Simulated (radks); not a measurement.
Results of a calculation; reference values are marked as such.
The bismuth ion Bi39+, configuration [Kr] 4d8 (the NIST ground configuration). Code: a radial shooting solver on a logarithmic mesh with Libxc functionals. Model: non-relativistic Kohn-Sham, PBE, spin-polarised, spherical densities, point nucleus; open shells are filled with parallel spins first (spin-orbit coupling, left out, can overturn this in heavy ions); relativity is left out, which matters for an element this heavy.

Normalised radial functions P(r) = r R(r), r in bohr:

```
   r/bohr * 4p down, o 4d up, + 4d down (the largest magnitude, 1.93, reaches the edge; | marks zero, & curves that meet)
0.0006843                             &
0.0008699                             &
 0.001106                             &
 0.001406                             &
 0.001802                             &
  0.00229                             &
 0.002911                             &
 0.003701                             &*
 0.004705                             &*
 0.005981                             &*
 0.007604                             & *
 0.009666                             &  *
  0.01239                             &   *
  0.01575                             |&    *
  0.02002                             |&      *
  0.02545                             | &       *
  0.03235                             |   &      *
  0.04113                             |     &    *
  0.05228                             |        &
  0.06646                             |   *        &
  0.08517                        *    |               &
   0.1083                *            |               &
   0.1376            *                |            &
    0.175                  *          |  &
   0.2224                   &         |  *
   0.2828       &                     |                  *
   0.3595   &                         |                          *
    0.457       &                     |                      *
   0.5856                 &           |           *
   0.7444                         &   |   *
   0.9464                            &|*
    1.203                             &
```

4p down: eigenvalue -2072.6 eV, 2 radial nodes at r = 0.0744, 0.213 bohr, <r> = 0.381 bohr, 90 % of the charge inside 0.543 bohr. 4d up: eigenvalue -1888.8 eV, 1 radial node at r = 0.186 bohr, <r> = 0.370 bohr, 90 % of the charge inside 0.539 bohr. 4d down: eigenvalue -1883.5 eV, 1 radial node at r = 0.186 bohr, <r> = 0.370 bohr, 90 % of the charge inside 0.539 bohr.
